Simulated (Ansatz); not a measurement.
Isolated molecules relaxed with PBE0-D4/def2-TZVP in Ansatz; ΔE leaves out vibrations. CCSD(T)/CBS adds triple-zeta CCSD(T) − MP2 to the extrapolated MP2 energy (def2 sets, frozen cores). Functionals use def2-TZVPP. B3LYP here is the variant with VWN-RPA as its local correlation; programs differ in this. For Br outer-core shells are correlated without core-valence functions, which leaves a few kJ/mol of doubt a bond. Scalar relativity is left out up to krypton. Each species was taken in one conformer, which may not be the lowest.

Reaction (formal exchange of groups at a C–O bond): `CO[Si](C)(N)Br` + `NC1O[SiH2]1` → `C[Si@H]1O[C@@H]1N` + `C[Si](N)(O)Br`

```
        level  ΔE (eV)
     B3LYP-D4    -1.04
       r2SCAN    -1.15
         PBE0    -1.14
MP2/CBS(def2)    -1.18
```

**Question.** What does CCSD(T)/CBS give? (Estimate.)

**Answer.** The calculation gave: -1.12 eV. The listed levels differ from it by 0.08, -0.03, -0.02, -0.06 eV.

Largest T1 diagnostic among the species: 0.014.

In def2-TZVPP, CCSD(T) changes the Hartree–Fock value by −0.09 eV (the triples alone add −0.01 eV) and MP2 by −0.15 eV.
